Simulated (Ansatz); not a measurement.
Cl2H2OSn (`[OH][SnH]([Cl])[Cl]`), relaxed with RKS PBE0-D4/def2-TZVP in Ansatz 0.2.0 from a PBE-D4/def2-SVP geometry. The force threshold is 0.005 eV/Å; the program also tests the step.

The species carries charge 0 and has multiplicity 1. Sn takes the def2 core potential.

Start:

```xyz
6

O    -1.109    0.888    0.815
Sn    0.133   -0.447    0.018
Cl    2.356    0.274    0.356
Cl   -0.190   -0.508   -2.321
H    -1.012    1.755    0.372
H    -0.179   -1.961    0.759
```

```
step  energy (eV)  largest force (eV/Å)  largest move (Å)
   1  -32950.8299                 1.136             0.000
   2  -32950.9028                 0.289             0.084
   3  -32950.9124                 0.105             0.023
   4  -32950.9130                 0.036             0.010
   5  -32950.9131                 0.018             0.013
   6  -32950.9131                 0.002             0.005
```

End:

```xyz
6

O    -1.084    0.869    0.766
Sn    0.124   -0.449    0.019
Cl    2.291    0.282    0.348
Cl   -0.186   -0.504   -2.270
H    -0.978    1.748    0.392
H    -0.168   -1.945    0.745
```

Run time 54 s (2 threads of a server CPU on a shared host); peak host memory 0.49 GiB.
